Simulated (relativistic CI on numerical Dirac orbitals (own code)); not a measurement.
## Ligand-field terms of d4

Computed with a parametric ligand-field model of a d^n configuration (Racah B and C, spin-orbit zeta, crystal field), exact diagonalisation.

Field parameters in Wybourne normalisation: Td as Oh with Dq negative (B⁴₀ = 21Dq, B⁴₄ = √(5/14) B⁴₀). The field is a parameter set, without covalency.

B = 550 cm⁻¹, C = 2770 cm⁻¹ (C/B = 5.04), Td, no spin-orbit coupling. Tanabe-Sugano data, E/B above the lowest term (Δ = |10Dq|; b, c mark the second and third term of a kind):

```tsv
Δ/B	5T2	5E	3T1	3T2	3T1(b)	1A1	1T1
1.0	0.00	1.00	23.92	24.21	24.87	35.49	35.86
1.9	0.00	1.89	23.57	24.18	25.19	34.40	35.32
2.8	0.00	2.80	23.07	24.06	25.31	33.08	34.66
3.7	0.00	3.71	22.47	23.87	25.34	31.64	33.94
4.6	0.00	4.60	21.82	23.62	25.35	30.16	33.20
5.5	0.00	5.49	21.12	23.31	25.35	28.64	32.44
6.4	0.00	6.40	20.38	22.94	25.35	27.05	31.64
7.3	0.00	7.31	19.62	22.51	25.35	25.44	30.83
8.2	0.00	8.20	18.86	22.05	25.35	23.84	30.03
9.1	0.00	9.09	18.08	21.55	25.36	22.22	29.22
10.0	0.00	10.00	17.28	21.00	25.36	20.56	28.39
10.9	0.00	10.91	16.47	20.42	25.36	18.89	27.55
11.8	0.00	11.80	15.67	19.82	25.37	17.23	26.72
12.7	0.00	12.71	14.84	19.19	25.37	15.54	25.87
13.6	0.00	13.60	14.03	18.55	25.37	13.87	25.03
14.5	0.00	14.51	13.19	17.88	25.38	12.16	24.17
15.4	0.00	15.40	12.37	17.21	25.38	10.48	23.33
16.3	0.00	16.29	11.54	16.52	25.38	8.79	22.48
17.2	0.00	17.20	10.69	15.80	25.39	7.07	21.62
18.1	0.00	18.11	9.84	15.07	25.39	5.34	20.75
19.0	0.00	19.00	9.00	14.35	25.39	3.64	19.89
19.9	0.00	19.91	8.15	13.60	25.40	1.90	19.02
20.8	0.00	20.80	7.31	12.85	25.40	0.19	18.16
21.7	1.56	23.27	8.00	13.64	26.96	0.00	18.85
```

The ground term changes from 5T2 to 1A1 between Δ/B = 20.8 and 21.7.
